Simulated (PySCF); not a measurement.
Molfile (atoms numbered from 1):
```
C3H8BCl
     RDKit          3D

 13 12  0  0  0  0  0  0  0  0999 V2000
    1.6802    0.4003   -0.6691 B   0  0  0  0  0  0  0  0  0  0  0  0
    0.6853   -0.7065   -0.2131 C   0  0  0  0  0  0  0  0  0  0  0  0
   -0.4360   -0.2922    0.7181 C   0  0  1  0  0  0  0  0  0  0  0  0
   -1.4768    0.5837    0.0531 C   0  0  0  0  0  0  0  0  0  0  0  0
   -1.2527   -1.7618    1.3977 Cl  0  0  0  0  0  0  0  0  0  0  0  0
    2.4957    0.1486   -1.5262 H   0  0  0  0  0  0  0  0  0  0  0  0
    1.7029    1.4965   -0.1527 H   0  0  0  0  0  0  0  0  0  0  0  0
    0.2929   -1.2745   -1.0762 H   0  0  0  0  0  0  0  0  0  0  0  0
    1.3498   -1.4391    0.2943 H   0  0  0  0  0  0  0  0  0  0  0  0
   -0.0196    0.2210    1.5975 H   0  0  0  0  0  0  0  0  0  0  0  0
   -2.2802    0.8472    0.7547 H   0  0  0  0  0  0  0  0  0  0  0  0
   -1.0079    1.5159   -0.3017 H   0  0  0  0  0  0  0  0  0  0  0  0
   -1.9243    0.0671   -0.8095 H   0  0  0  0  0  0  0  0  0  0  0  0
  1  2  1  0
  2  3  1  0
  3  4  1  0
  3  5  1  0
  1  6  1  0
  1  7  1  0
  2  8  1  0
  2  9  1  0
  3 10  1  1
  4 11  1  0
  4 12  1  0
  4 13  1  0
M  END
```

Geometry: PBE0-D3(BJ)/def2-SVP; GIAO shifts from PySCF 2.14, gas phase, non-relativistic, averaged over equivalent atoms.

At PBE0/6-31G (65 basis functions, 5.1 s wall time on 1 thread of an Arm Neoverse V1, shared host):
```json
{"atoms": "B1", "δ (ppm)": "80.2"}
{"atoms": "C3", "δ (ppm)": "59.6"}
{"atoms": "C2", "δ (ppm)": "48.5"}
{"atoms": "C4", "δ (ppm)": "28.3"}
{"atoms": "Cl5", "δ (ppm)": "156.2"}
{"atoms": "H6/H7", "δ (ppm)": "8.57"}
{"atoms": "H10", "δ (ppm)": "4.57"}
{"atoms": "H8", "δ (ppm)": "2.99"}
{"atoms": "H9", "δ (ppm)": "2.15"}
{"atoms": "H11/H12/H13", "δ (ppm)": "1.65"}
```

Shifts are taken against calculated references (same method and geometry level): BF3·OEt2 for 11B (σref 113.16); TMS for 13C (σref 199.54) and 1H (σref 32.61); 35Cl (σref 931.27) against HCl.

Question: Estimate the result of repeating the calculation with B97-2/pcSseg-2.

Answer: 
| atoms | δ at B97-2/pcSseg-2 | change |
| --- | --- | --- |
| B1 | 85.0 | +4.8 |
| C3 | 65.3 | +5.7 |
| C2 | 50.0 | +1.5 |
| C4 | 29.3 | +1.0 |
| Cl5 | 207.4 | +51.2 |
| H6/H7 | 7.29 | -1.28 |
| H10 | 4.46 | -0.11 |
| H8 | 2.60 | -0.39 |
| H9 | 1.94 | -0.21 |
| H11/H12/H13 | 1.42 | -0.23 |

Scale: 11B (100.12 ppm) against BF3·OEt2; 13C (183.46 ppm), 1H (31.36 ppm) against TMS; 35Cl (936.59 ppm) against HCl (reference shieldings calculated alike).

The largest change is at Cl5 (chlorine bonded to C). Cost: 299 basis functions, 35 s wall time on 1 thread of an Arm Neoverse V1, shared host. The order of the carbon signals is the same at both levels.

A carbon bonded to boron is broadened by the quadrupolar boron nucleus and is often missing from a measured spectrum. Carbons that carry Cl, above all several Cl atoms, come out too deshielded, partly because spin–orbit coupling is missing.
